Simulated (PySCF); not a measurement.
Method: PBE-D3(BJ)/def2-TZVP // B3LYP-D3(BJ)/def2-SVP run with PySCF. Gas-phase values, no solvent. One relaxed conformer stands for a flexible species; it need not be the lowest. Excitations are Tamm–Dancoff values on a coarser integration grid. The basis has no diffuse functions, so Rydberg states are missing or too high.

Reference species (SMILES): `[O]([Ge]([O]C)([CH3])[O]C)C` (neutral, multiplicity 1).

```json
{
  "T1 excitation (TDA)": "5.63 eV",
  "HOMO": "-6.11 eV",
  "LUMO": "-0.37 eV"
}
```

Changed species: `C[O][Ge]([O]C)([O]C)[O]C` (4 of 4 CH3 replaced by OCH3; the reference has 3 of 4 CH3 replaced by OCH3).

Predict the effect on the T1 excitation (TDA), HOMO and LUMO.

the T1 excitation (TDA) falls by 0.26 eV, to 5.37 eV; the HOMO falls by 0.34 eV, to -6.45 eV; the LUMO drops by 0.55 eV, to -0.92 eV.
